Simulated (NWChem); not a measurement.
# CH6AsB; SMILES CB[AsH2]

```xyz
9

B     -0.6166     1.1099     0.0650
As     0.0222    -0.7891    -0.0365
H     -0.8672    -1.3877     1.0357
H      1.2696    -0.6654     0.8199
H     -1.8175     1.2703     0.0967
C      0.3239     2.3499    -0.0366
H      0.2033     2.9180     0.9061
H     -0.0179     3.0419    -0.8258
H      1.3943     2.1405    -0.1723
```
Atoms are numbered in this order, from 1.

Program: NWChem. Pople sets run with spherical d functions. STO-3G and 3-21G are far too small for this property and stand as cheap habits. Coordinates come from a PBE0/def2-SVP optimisation. Field at 589 nm.

```tsv
level	isotropic polarisability (bohr³)	anisotropy (bohr³)
B3LYP/STO-3G	27.6	20.7
B3LYP/6-31G*	53.5	28.3
B3LYP/def2-SVP	56.4	28.1
B3LYP/def2-SVPD	[?]	27.6
B3LYP/aug-cc-pVDZ	68.0	27.8
```

Task: Some entries are withheld; supply them.

Result: 
- B3LYP/def2-SVPD, isotropic polarisability (bohr³): 66.5
